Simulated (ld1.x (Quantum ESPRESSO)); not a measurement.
argon: one change to an ultrasoft potential, before and after

argon (Ar), ultrasoft, made with ld1.x (Quantum ESPRESSO) 7.5 (Wu–Cohen, scalar-relativistic). Core [Ne], reference 3s2 3p5 (charge +1). Waves: 3s (bound): rcut 0.90, rcutus 1.25 bohr; 3s channel at -2.2 Ry: rcut 0.90, rcutus 1.25 bohr; 3p (bound): rcut 0.85, rcutus 1.00 bohr; 3p channel at 2.8 Ry: rcut 0.85, rcutus 1.00 bohr; 3d channel at 0.5 Ry: rcut 0.80, rcutus 1.05 bohr. Local part: all-electron potential smoothed inside 1.05 bohr (lloc = -1). Core correction: a·sin(br)/r model core inside 0.70 bohr. Augmentation charge: built from norm-conserving waves at rcut, not smoothed further.

Change: local potential all-electron potential smoothed inside 1.46 bohr (lloc = -1).

Cutoffs: the cutoffs (Ry, on a coarse ladder) from which the occupation-weighted sum of valence levels, in a spherical-Bessel basis at the reference potential, stays within 10 and 1 mRy of its value at 400 Ry; they do not see the model core or the augmentation charge, which bear on the density cutoff. Errors are all-electron minus pseudo energies relative to the spin-unpolarised reference configuration.

Question: What does the change do?

Answer: The potential gets neither clearly harder nor softer (45 Ry and 90 Ry → 50 Ry and 90 Ry); a bound ghost appears in p, which as a rule spoils a file; of the 6 tests that both files solve, the error grows in 0 and shrinks in 2 by more than 15 % and 0.3 meV (median size 2.2 → 2.0 meV). A state that the projectors do not describe sees the local part alone, so a deeper or shallower local part can create or remove a ghost.

| quantity | base | changed |
| --- | --- | --- |
| cutoff, loose | 45 Ry | 50 Ry |
| cutoff, tight | 90 Ry | 90 Ry |
| loose cutoff by channel (10 mRy a level) | s 15 Ry, p 18 Ry | s 15 Ry, p 45 Ry |
| bound ghosts | none | p |
| error for 3s2 3p6, meV [ΔE -16.03 eV] | +3.0 | +2.7 |
| error for 3s2 3p4, meV [ΔE 28.64 eV] | +0.5 | 0.0 |
| error for 3s2 3p3, meV [ΔE 71.22 eV] | +12 | +9.7 |
| error for 3s1 3p6, meV [ΔE 14.57 eV] | +0.8 | +1.0 |
| error for 3s2 3p2, meV [ΔE 128.86 eV] | +46 | +41 |
| error for 3s2 3p5.5, meV [ΔE -9.50 eV] | +1.4 | +1.3 |
| lowest overlap eigenvalue by channel | s 0.39, p 0.59, d 1.00 | s 0.41, p 0.65, d 1.00 |

 A true bound ghost makes a file unfit for plane-wave use even where its test errors are small: the radial tests pick states by their node count and pass the ghost by.
